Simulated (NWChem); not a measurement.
System: C2H3Br; SMILES C=CBr

The following NWChem deck was run.

```
start job
memory heap 200 mb stack 900 mb global 1100 mb
geometry units angstroms noautoz
  C     -0.336569     2.099832     0.000000
  C      0.517756     1.084871     0.000000
  Br    -0.028055    -0.747324     0.000000
  H     -1.412880     1.963338     0.000000
  H      0.044207     3.118129     0.000000
  H      1.596196     1.190304     0.000000
end
basis spherical
  C library 6-31g*
  Br library 6-31g*
  H library 6-31g*
end
dft
  xc xtpss03 ctpss03
  iterations 150
  mulliken
end
task dft energy
```

Structure relaxed at the B3LYP/6-31G* (spherical d) level.

Problem. Give the results of this calculation. (TPSS/6-31G* (spherical d).) Quantities: basis functions; energy (Ha); highest occupied level (eV); orbital gap (eV); dipole (D).

Solution. 
* **number of basis functions**: 66
* **energy (Ha)**: -2651.76
* **highest occupied level (eV)**: -6.17
* **orbital gap (eV)**: 5.36
* **dipole (D)**: 1.63
